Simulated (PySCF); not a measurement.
PBE on Be (beryllium, neutral), [He] 2s1 3d1, high-spin 3D determinant (an excited configuration). Calculation: PySCF 2.14, in aug-cc-pVTZ; the non-relativistic Hamiltonian (point nucleus).

```
cycle= 1 E= -14.3420411214739  delta_E= -0.0011  |g|= 0.00544  |ddm|= 0.229
cycle= 2 E= -14.3420469859843  delta_E= -5.86e-06  |g|= 0.00066  |ddm|= 0.0206
cycle= 3 E= -14.3420470761302  delta_E= -9.01e-08  |g|= 1.79e-05  |ddm|= 0.00138
cycle= 4 E= -14.3420470766489  delta_E= -5.19e-10  |g|= 2.17e-06  |ddm|= 0.00013
converged SCF energy = -14.3420470766489  <S^2> = 2.0000003  2S+1 = 3.0000002
```

Highest occupied orbital energy: 0.481 eV; ⟨L²⟩ = 6.00; populations by l: s 3.00, p 0.00, d 1.00, f 0.00.

Problem. Can this result be used?

Solution. Not for this state. The run converged. The outer electron is Rydberg-like, and this basis confines it to a smaller radius and binds it less than a complete one would. At PBE the highest occupied level has a positive energy, so only the finite basis holds that electron; for this excited configuration the basis is too tight for the outer shell.
